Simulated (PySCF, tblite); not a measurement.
Isomers of C6H7F3N2. Computed values, GFN2-xTB/tblite, gas phase, harmonic and unscaled. Against measured fundamentals such values can be off by several per cent, at times by over 20. One conformer each.

Electronic energies: PBE0/pcSseg-1 single points on the GFN2-xTB geometries (PySCF, gas phase).

| SMILES | electronic energy, lowest = 0 (kJ/mol) |
| --- | --- |
| Cc1ccn(CC(F)(F)F)n1 | 0.0 |
| Cc1cnn(CC(F)(F)F)c1 | 7.4 |
| Cc1ccnn1CC(F)(F)F | 0.9 |

How do GFN2-xTB zero-point energies change the relative energies?

```csv
SMILES,ZPE (kJ/mol),of it from modes above 1550 cm⁻¹,electronic (kJ/mol),"with ZPE, lowest = 0 (kJ/mol)",lowest mode (cm⁻¹),rings
Cc1ccn(CC(F)(F)F)n1,334.1,137.4,0.0,0.0,26,1
Cc1ccnn1CC(F)(F)F,335.5,137.4,0.9,2.2,25,1
Cc1cnn(CC(F)(F)F)c1,334.4,137.4,7.4,7.7,28,1
```

The zero-point energies span 1.4 kJ/mol, from `Cc1ccn(CC(F)(F)F)n1` to `Cc1ccnn1CC(F)(F)F`. The order is unchanged.

And how do the electronic energies of GFN2-xTB itself compare?

`Cc1ccn(CC(F)(F)F)n1` 2.1; `Cc1ccnn1CC(F)(F)F` 0.0; `Cc1cnn(CC(F)(F)F)c1` 5.4 kJ/mol, lowest = 0. Against the energies above, taken from the same isomer `Cc1ccn(CC(F)(F)F)n1`, the largest difference is 4.1 kJ/mol.
